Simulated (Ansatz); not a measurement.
InH2F. Total charge 0; singlet. Geometry PBE0-D4/def2-TZVP, basis def2-TZVP, Ansatz.

Cartesian coordinates in Å:
```
In 0.109 0.153 -0.043
H -0.799 1.310 -0.899
H 1.691 -0.060 0.550
F -1.001 -1.404 0.392
```

| run | HOMO (eV) | LUMO (eV) |
| --- | --- | --- |
| A | -10.97 | -0.35 |
| B | -7.43 | -2.81 |
| C | -8.74 | -1.83 |
| D | -7.22 | -2.43 |
| E | -7.64 | -2.23 |
| F | -11.90 | 0.46 |

In the def2 sets In takes a core potential; there is no spin–orbit coupling.

Task: The runs used HF, LDA (SPW92), PBE0, r2SCAN, revPBE, ωB97M-V. Estimate which is which.

Result: A ωB97M-V (range-separated); B LDA (SPW92) (0 % exact exchange); C PBE0 (25 % exact exchange); D revPBE (0 % exact exchange); E r2SCAN (0 % exact exchange); F HF (100 % exact exchange). Exact exchange lowers occupied and raises empty levels; among semilocal functionals meta-GGAs tend to open the gap a little, and such runs are hard to tell apart. The gap grows from 4.62 eV (LDA (SPW92)) to 12.36 eV (HF).
